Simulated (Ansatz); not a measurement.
`[CH3][Ge]1([Cl])[O][SiH2]1`, relaxed with RKS PBE0-D4/def2-TZVP in Ansatz 0.2.0 from a PBE-D4/def2-SVP geometry. The force threshold is 0.005 eV/Å; the program also tests the step.

Total charge 0; spin multiplicity 1.

Start:

```xyz
10

C     1.390    0.565   -1.095
Ge   -0.224    0.548    0.008
Cl   -1.609    2.010   -0.861
O    -1.006   -1.196   -0.164
Si   -1.042   -0.974    1.516
H     1.089    0.291   -2.125
H     2.108   -0.179   -0.701
H     1.844    1.573   -1.095
H    -0.173   -1.876    2.347
H    -2.377   -0.762    2.170
```

Question: How much energy does the relaxation release, and in how many steps? (Best estimate.)

Answer: The calculation gave: 0.08 eV, in 5 steps.

Question: Which bonds change most? (Estimate.)

Answer: Computed: O4–Si5 from 1.695 to 1.650 Å; Ge2–O4 from 1.919 to 1.884 Å; Ge2–Cl3 from 2.193 to 2.160 Å; Ge2–Si5 from 2.293 to 2.263 Å.

Question: Give the relaxed structure. (Estimate.)

Answer: The calculation gave: 
```xyz
10

C     1.379    0.559   -1.087
Ge   -0.225    0.528   -0.004
Cl   -1.592    1.967   -0.857
O    -1.017   -1.176   -0.137
Si   -1.034   -0.958    1.499
H     1.096    0.309   -2.110
H     2.089   -0.176   -0.709
H     1.824    1.553   -1.064
H    -0.173   -1.853    2.312
H    -2.347   -0.752    2.156
```
